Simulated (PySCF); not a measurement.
C₂H₁₁NOSi₂.
Bonds: C1–O2, O2–C3, C3–Si4, Si4–Si5, Si5–N6. Hydrogens: H7, H8, H9 on C1; H10, H11 on C3; H12, H13 on Si4; H14, H15 on Si5; H16, H17 on N6.

Torsions of this conformer, `[CH3:1][O:2][CH2:3][SiH2:4][SiH2:5][NH2:6]`: C1–O2–C3–Si4 180°, O2–C3–Si4–Si5 43°, C3–Si4–Si5–N6 170°, H–N6–Si5–Si4 52°, H–N6–Si5–Si4 -172°.

The closed-shell ground state was solved at several levels (PySCF, density fitting, gas phase, non-relativistic). One conformer (not necessarily the lowest) at the PBE0-D3(BJ)/def2-SVP geometry, without solvent, vibrations or thermal averaging.

```
          level  basis functions  HOMO (eV)  LUMO (eV)  gap (eV)  dipole (D)
  PBE0/pcSseg-1              171      -7.09       0.09      7.18        0.42
B3LYP/def2-SVPD              219      -6.95      -0.34      6.61        0.44
```

Task: Estimate the row for PBE/pcSseg-1, a basis of 171 functions; the other rows only guide the guess.

Result: HOMO -5.70 eV, LUMO -0.74 eV, gap 4.96 eV, dipole 0.34 D.

Task: Over all these levels, which gives the widest orbital gap and which the narrowest?

Result: PBE0/pcSseg-1 (global hybrid, 25 % exact exchange) has the widest, 7.18 eV, and PBE/pcSseg-1 (GGA) the narrowest, 4.96 eV. The two share the basis. From the narrowest to the widest the HOMO moves by -1.39 eV and the LUMO by +0.83 eV.

Task: How far do the dipole and the HOMO energy spread over the levels?

Result: The dipole runs from 0.34 to 0.44 D (mean 0.40 D) and the HOMO from -7.09 to -5.70 eV.
